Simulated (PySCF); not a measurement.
# Spinor energies of Ti(2+) (titanium, charge +2)

Start: [Ar] 3d2; 3d3/2 filled at m_j = +1/2, +3/2. Calculated with PySCF 2.14 in x2c-SVPall-2c (5s5p3d1f, 42 functions): generalised Hartree-Fock with the X2C-1e Hamiltonian and a Gaussian nucleus; one run each with spin-orbit coupling (SO) switched off, then screened by Boettger's factors.

```
spinor shell  electrons  ε, spin-free (eV)  ε, screened SO (eV)  weight of nominal j (screened SO)  rms radius, screened SO (bohr)
       1s1/2          2            -5032.3              -5032.3                              1.000                          0.0805
       2s1/2          2            -604.73              -604.71                              1.000                           0.350
       2p1/2          2            -500.77              -505.01                              0.992                           0.319
       2p3/2          4            -500.77              -498.65                              0.996                           0.321
       3s1/2          2            -94.717              -94.709                              1.000                            1.08
       3p1/2          2            -64.754              -66.255                              0.655                            1.18
       3p3/2          4            -64.754              -63.996                              0.828                            1.18
       3d3/2          2            -27.748              -27.757                              0.719                            1.56
```

```tsv
quantity	spin-free	screened SO
E (hartree)	-851.94462	-851.94977
M_J	2	2
⟨J²⟩	8.004	7.865
⟨L²⟩	12.004	12.001
⟨S²⟩	2.000	2.000
```

The determinant has a definite M_J but mixes levels of different J.

Each row is a mean over spinors that exchange with the open shell spreads, by up to 7.572 eV (3p1/2).

Rows whose weight is well below 1 are mixtures of j = l ± 1/2: exchange outweighs spin-orbit coupling there, and the label is only the starting occupation.

Without spin-orbit coupling the j labels of p, d and f shells carry no meaning; the spin-free column gives the mean over the occupied spinors of each nl shell, and its ⟨J²⟩ belongs to a mixture of degenerate components.
